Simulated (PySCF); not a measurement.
Molecule: Ga(F)(I)2, SMILES [Ga]([I])([I])[F]. Atoms near the plane z = 0.0 Å, at the B3LYP/def2-SVP optimised geometry (x, y, z in Å): Ga1 (-0.3, 0.0, 0.0), F2 (1.4, 0.0, 0.0), I3 (-1.4, 2.2, 0.0), I4 (-1.4, -2.2, 0.0).

Computed with B3LYP/def2-TZVP, def2 effective core potentials past Kr (PySCF). The core electrons that the potentials of I replace are not part of the density. Cells within 0.4 Å of a nucleus heavier than hydrogen are left out (blank, or x). The values are rescaled to run from 0 to 1.

```
|4444445555555555555555544444444|
|4444445555555555555555554444444|
|4444444555666665555555554444444|
|4444444556677766555555555444444|
|4444444456788876655555555444444|
|4444443345799987655555555444444|
|4444433234469987655555555444444|
|4444332126xx6987665555555444444|
|444432101xxx5887655555555444444|
|4444321003756776655555554444444|
|4444332000135666555555444444444|
|4444432110124555555544444444444|
|4444433222234455554444444444444|
|4444444333334454444444444444444|
|44444444444445x4444xx4444444444|
|4444444444444xxx444xxx444444444|
|55555555555553x5555xx5555444444|
|5555555666665445555555555544444|
|5555566677765544445555555544444|
|5555567788875444444455555444444|
|5555667899864333444444444444444|
|5555678996243223344444444444444|
|555566898xxx3112344444444444444|
|5555667873xx3012334444444444444|
|5555566764530012344444444444444|
|5555555553200012344444444444444|
|5555555543211123344444444444444|
|5555555443322233444444444444444|
|5555554444333334444444444444444|
|5555544444444444444444444444444|
|5555444444444444444444444444444|
```
Scale: ten equal steps from 0.000 (start of '0') to 1.00 (end of '9'), in the order '0123456789'; x runs from -4.50 to 4.50, y from -4.50 (bottom) to 4.50 (top).

Task: Which quantity is mapped?
A. log10 of the electron density
B. electrostatic potential
C. an orbital amplitude
D. Laplacian of the electron density

Result: C, an orbital amplitude. In full: HOMO amplitude (bohr^(-3/2)).
